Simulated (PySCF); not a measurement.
# What a mistake does to a calculation on ClH5NSi2

All numbers below are calculated, not measured. They come from PySCF 2.14.0, an open-source quantum chemistry program, on an isolated molecule that a program drew, which may never have been made. The molecule is ClH5NSi2 (charge 0, doublet), drawn as the SMILES string `[SiH2]N[SiH2]Cl`.

Each row is a Hartree-Fock (HF) and frozen-core CCSD(T) single point in the cc-pV(D+d)Z basis, meant for a local HF minimum. Run 1 is clean. Each other run has one planted mistake out of seven kinds, and not every kind appears here: one electron removed, one electron added, multiplicity raised by two, geometry at a saddle point, minimal basis STO-3G, one bond length entered in bohr, all coordinates scaled. The reference is restricted for singlets and unrestricted otherwise, and also for a bond in bohr. Adding or removing an electron swaps singlet and doublet. Electrons count all cores. HOMO and LUMO are orbital energies over both spins, the gradient is its largest component, and the lowest frequency (negative if imaginary) is given only where the gradient is small. Bond lengths are over the 8 bonds as drawn. T1 is the CCSD diagnostic: over 0.02 (restricted) or 0.045 (unrestricted) a single reference is doubtful.

Geometry of the clean run:
```xyz
9
ClH5NSi2, angstrom
Si    0.7042    0.0249   -0.4118
N    -0.5643    0.6421   -1.4385
Si   -1.1684    2.2349   -1.6255
Cl   -0.1388    3.3182   -3.0761
H     0.9372    1.0223    0.6584
H     0.2969   -1.2806    0.1675
H    -0.8785   -0.0061   -2.1427
H    -2.5649    2.1911   -2.0833
H    -1.0055    2.9701   -0.3655
```

| run | electrons | basis functions | <S^2> | HOMO (eV) | LUMO (eV) | gradient (hartree/bohr) | lowest frequency (cm^-1) | mean bond (Å) | longest bond (Å) | T1 | HF (hartree) | CCSD(T) (hartree) | mistake |
|---|---|---|---|---|---|---|---|---|---|---|---|---|---|
| 1 | 57 | 108 | 0.754 | -8.71 | 1.67 | 1.2e-05 | 45 | 1.5567 | 2.083 | 0.0130 | -1094.80715 | -1095.36199 | no fault |
| 2 | 58 | 108 | 0.000 | -0.21 | 8.24 | 8.8e-02 | - | 1.5567 | 2.083 | 0.0133 | -1094.77807 | -1095.36427 | one electron added |
| 3 | 57 | 108 | 3.763 | -3.14 | -1.53 | 8.0e-02 | - | 1.5567 | 2.083 | 0.0237 | -1094.56366 | -1095.10323 | multiplicity raised by two |
| 4 | 57 | 108 | 1.568 | -8.52 | 1.18 | 2.4e-02 | - | 1.7473 | 3.239 | 0.0598 | -1094.68007 | -1095.22794 | ? |
| 5 | 57 | 108 | 0.754 | -8.54 | 1.87 | 3.0e-02 | - | 1.4975 | 2.004 | 0.0121 | -1094.79277 | -1095.34341 | ? |

**Which mistake was planted in run 4, and what did it cost?**

The mean bond changes by a factor of 1.122 and the longest by 1.555, so the molecule wasn't scaled as a whole. A length L in bohr read as angstrom grows by (1/0.5292 - 1) L = 0.890 L. The 8 bonds together grew by 8 x 0.1906 = 1.525 Å, which gives L = 1.714 Å. That is bond N2-Si3, 1.714 Å in the clean geometry. So the mistake is: one bond length entered in bohr. Subtracting run 1 and multiplying by 627.51 kcal/mol a hartree, the energy moved by 79.7 kcal/mol in HF and 84.1 kcal/mol in CCSD(T).

**Which mistake was planted in run 5, and what did it cost?**

The mean and the longest bond both change by the same factor, 0.962, and the gradient is no longer small. So the mistake is: all coordinates scaled. Subtracting run 1 and multiplying by 627.51 kcal/mol a hartree, the energy moved by 9.0 kcal/mol in HF and 11.7 kcal/mol in CCSD(T).

Cautions from the logs. Run 4: T1 is over the limit, so its CCSD(T) energy is less reliable.
